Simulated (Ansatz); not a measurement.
Ansatz (a quantum-chemistry and plane-wave program) input (B3LYP/6-31G* with LANL2DZ past Ar): The .json file joins the Basis Set Exchange's 6-31G* for atoms up to Ar and LANL2DZ past it.

Ansatz 0.2 input:
```yaml
crystal:
  periodic: [false, false, false]
  atoms:
    - {symbol: Se, position_ang: [0.02945058, -0.02354489, 0.38421353]}
    - {symbol: F, position_ang: [0.60532072, 1.13807282, -0.70938294]}
    - {symbol: F, position_ang: [-0.71657847, -1.04912547, -0.74209038]}
basis:
  gaussian:
    orbitals: 6-31Gs+LANL2DZ.json
hamiltonian:
  xc: {name: B3LYP}
total_charge: 1
magnetization: {spin_polarized: true, initial_magnetization: 1}
phonons: {temperatures: {t_min: 298.15, t_max: 298.15, t_step: 100}}
```

Output:

```
Functional definition: B3LYP
integrals: 0.01 GiB planned
408 factors; integrals over basis functions are off by at most 2.7e-4 eV
mean field: 0.11 GiB planned
mean field evaluation 1: about -5659.0080 eV, gradient 6.4e1 eV
mean field evaluation 2: about -5608.7915 eV, gradient 1.3e2 eV
mean field evaluation 4: about -5672.7887 eV, gradient 2.3e0 eV
mean field evaluation 8: about -5672.8431 eV, gradient 2.9e-2 eV
mean field evaluation 16: about -5672.8431 eV, gradient 4.1e-6 eV
mean field -5672.84311369 eV, -208.4731392371 hartree, gradient 4.1e-6 eV, S^2 0.751480; 0 other end points of the search recorded, 0 dependent functions left out
the calculation of the forces begins
reference -5672.84325048 eV, -208.4731442640 hartree; 12, 11 occupied and 26, 27 virtual orbitals, 408 factors
these checks for a lower state are left out or cut short: stability, starts, cluster_reference, orbital_swaps, neighbouring_geometries, increment
integrals: 0.01 GiB planned
408 factors; integrals over basis functions are off by at most 2.7e-4 eV
mean field: 0.11 GiB planned
mean field -5672.84304382 eV, -208.4731366691 hartree, gradient 9.1e-7 eV, S^2 0.751481; 0 other end points of the search recorded, 0 dependent functions left out
the calculation of the forces begins
reference -5672.84318062 eV, -208.4731416967 hartree; 12, 11 occupied and 26, 27 virtual orbitals, 408 factors
these checks for a lower state are left out or cut short: stability, starts, cluster_reference, orbital_swaps, neighbouring_geometries, increment
integrals: 0.01 GiB planned
408 factors; integrals over basis functions are off by at most 2.8e-4 eV
mean field: 0.11 GiB planned
mean field evaluation 32: about -5672.8430 eV, gradient 1.2e-6 eV
mean field -5672.84304652 eV, -208.4731367685 hartree, gradient 1.2e-6 eV, S^2 0.751480; 0 other end points of the search recorded, 0 dependent functions left out
the calculation of the forces begins
reference -5672.84318329 eV, -208.4731417945 hartree; 12, 11 occupied and 26, 27 virtual orbitals, 408 factors
these checks for a lower state are left out or cut short: stability, starts, cluster_reference, orbital_swaps, neighbouring_geometries, increment
integrals: 0.01 GiB planned
408 factors; integrals over basis functions are off by at most 2.7e-4 eV
mean field: 0.11 GiB planned
mean field -5672.84305994 eV, -208.4731372617 hartree, gradient 3.0e-6 eV, S^2 0.751480; 0 other end points of the search recorded, 0 dependent functions left out
the calculation of the forces begins
reference -5672.84319673 eV, -208.4731422887 hartree; 12, 11 occupied and 26, 27 virtual orbitals, 408 factors
these checks for a lower state are left out or cut short: stability, starts, cluster_reference, orbital_swaps, neighbouring_geometries, increment
integrals: 0.01 GiB planned
408 factors; integrals over basis functions are off by at most 2.7e-4 eV
mean field: 0.11 GiB planned
mean field -5672.84304895 eV, -208.4731368577 hartree, gradient 2.8e-6 eV, S^2 0.751480; 0 other end points of the search recorded, 0 dependent functions left out
the calculation of the forces begins
reference -5672.84318573 eV, -208.4731418844 hartree; 12, 11 occupied and 26, 27 virtual orbitals, 408 factors
these checks for a lower state are left out or cut short: stability, starts, cluster_reference, orbital_swaps, neighbouring_geometries, increment
integrals: 0.01 GiB planned
408 factors; integrals over basis functions are off by at most 2.7e-4 eV
mean field: 0.11 GiB planned
mean field -5672.84309275 eV, -208.4731384673 hartree, gradient 5.5e-7 eV, S^2 0.751480; 0 other end points of the search recorded, 0 dependent functions left out
the calculation of the forces begins
reference -5672.84322952 eV, -208.4731434936 hartree; 12, 11 occupied and 26, 27 virtual orbitals, 408 factors
these checks for a lower state are left out or cut short: stability, starts, cluster_reference, orbital_swaps, neighbouring_geometries, increment
integrals: 0.01 GiB planned
408 factors; integrals over basis functions are off by at most 2.7e-4 eV
mean field: 0.11 GiB planned
mean field -5672.84309074 eV, -208.4731383937 hartree, gradient 4.5e-7 eV, S^2 0.751480; 0 other end points of the search recorded, 0 dependent functions left out
the calculation of the forces begins
reference -5672.84322754 eV, -208.4731434210 hartree; 12, 11 occupied and 26, 27 virtual orbitals, 408 factors
Total energy: -5672.84325048 eV, -208.4731442640 hartree
Atom 0 at     0.029451    -0.023545     0.384214 Å, force    -0.000082     0.000065    -0.001063 eV/Å
Atom 1 at     0.605321     1.138073    -0.709383 Å, force     0.001149     0.001801     0.000559 eV/Å
Atom 2 at    -0.716578    -1.049125    -0.742090 Å, force    -0.001067    -0.001866     0.000504 eV/Å
Dipole moment:     0.040255    -0.032183     0.525170 e Å
Vibrations: 264.63 739.22 744.97 cm⁻¹, zero-point energy 0.108413 eV
```

The blocks after the first are displaced geometries, from whose forces the wavenumbers follow.

The dipole moment of an ion depends on the origin.
